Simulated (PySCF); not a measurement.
The molecule BeO, closed-shell singlet (the spin of the measured ground state).

Constants: fifth-degree fit in 1/R to seven points, most abundant isotopes. Runs in def2 and cc sets follow the lowest solution found near the PBE0 minimum. The singlet is held restricted.

Rows in 6-31G* carry no dispersion term and start afresh at each structure (6-31G* with six Cartesian d functions).

Programs: PySCF for 6-31G* rows. Each number belongs to the level named beside it.

Energies at B3LYP/6-31G*:

```csv
R (Å),E (hartree)
1.231693,-89.88987648
1.264803,-89.89614447
1.295264,-89.89930085
1.329698,-89.90036187
1.364133,-89.89922543
1.403865,-89.89571498
1.450219,-89.88930001
```

Problem. With a reduced mass of 5.7643 u, find the minimum, the force constant and the constants.

Solution. A fifth-degree polynomial in 1/R puts the minimum at r_e = 1.3280 Å with force constant 814 N/m. Then ω_e = (1/2πc)√(k/μ) = 1548 cm⁻¹ and B_e = h/(8π²cμr_e²) = 1.658 cm⁻¹; the cubic and quartic terms give α_e = 0.017 and ω_e x_e = 11 cm⁻¹.
